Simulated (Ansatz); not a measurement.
`C=CN(C)[SiH3]` → 3 C• + 9 H• + N• + Si•  (atomization)

Calculated with Ansatz (gas phase, PBE0-D4/def2-TZVP geometries, no zero-point term in ΔE). CCSD(T)/CBS adds triple-zeta CCSD(T) − MP2 to the extrapolated MP2 energy (def2 sets, frozen cores). This one scheme is used for every species, atoms too. DFT in def2-TZVPP. B3LYP here is the variant with VWN-RPA as its local correlation; programs differ in this. No spin–orbit coupling; open shells (•) take unrestricted orbitals. Spin–orbit coupling would lower the free atoms: a little for C, Si. One conformer a species, not always the lowest.

```json
{"level": "PBE0", "ΔE (kcal/mol)": "1245.3"}
{"level": "B3LYP", "ΔE (kcal/mol)": "1242.1"}
```

Task: What does CCSD(T)/CBS give? (Best estimate.)

Result: The calculation gave: +1247.3 kcal/mol. The listed levels differ from it by -2.0, -5.2 kcal/mol.

Largest T1 diagnostic among the species: 0.012.

From PBE to PBE0 (25 % exact exchange), in def2-TZVPP and without D4, ΔE moves by −16.6 kcal/mol: exact exchange takes away binding that semilocal exchange gives to molecules. Leaving LDA and LC-ωPBE aside and taking each functional with its dispersion term where it has one, the values, not all of them listed here, spread over 46.3 kcal/mol, from BHLYP-D4 to PBE-D4. LDA lies +155.0 kcal/mol from PBE without D4, its usual overbinding.

For atomizations the MP2-based limit and the directly extrapolated one differ by several kJ/mol either way, and by 10 to 25 for some Ge, Se and Sn compounds, so smaller differences from it don't rank the levels.
